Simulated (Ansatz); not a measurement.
`BrCCBr` and `BCCBr` differ in one atom or group.

Ansatz, PBE0-D4/def2-TZVP geometries, multiplicity 1. Each molecule was computed in one conformer, which needn't be the lowest.

Scalar relativity is left out up to krypton.

```json
{"property": "HOMO energy (PBE0/def2-TZVPP) / eV", "`BrCCBr`": "-8.19"}
{"property": "size of the dipole moment (PBE/def2-TZVPP) / D", "`BrCCBr`": "0.00"}
{"property": "LUMO energy (PBE/def2-TZVPP) / eV", "`BrCCBr`": "-1.67"}
{"property": "HOMO energy (ωB97M-V/def2-TZVPP) / eV", "`BrCCBr`": "-10.44"}
{"property": "size of the dipole moment (B3LYP/def2-TZVPP) / D", "`BrCCBr`": "0.00"}
{"property": "LUMO energy (ωB97M-V/def2-TZVPP) / eV", "`BrCCBr`": "1.45"}
```

(1) What does the change do to each property? (Estimate.)

## Answers

(1) The calculation gave: 
```csv
property,`BCCBr`,shift
HOMO energy (PBE0/def2-TZVPP) / eV,-7.88,0.31
size of the dipole moment (PBE/def2-TZVPP) / D,2.19,2.19
LUMO energy (PBE/def2-TZVPP) / eV,-2.55,-0.88
HOMO energy (ωB97M-V/def2-TZVPP) / eV,-10.15,0.29
size of the dipole moment (B3LYP/def2-TZVPP) / D,2.24,2.24
LUMO energy (ωB97M-V/def2-TZVPP) / eV,0.43,-1.02
```

With PBE0 the HOMO rises by 0.31 eV and the LUMO falls by 0.87 eV, so the gap narrows by about 1.18 eV. PBE moves the HOMO by 0.27 eV and ωB97M-V by 0.29 eV.

B3LYP here is the variant with VWN-RPA as its local correlation; programs differ in this.

Spin–orbit coupling is left out; it splits and shifts lone-pair levels of the heavy atoms by tenths of an eV.
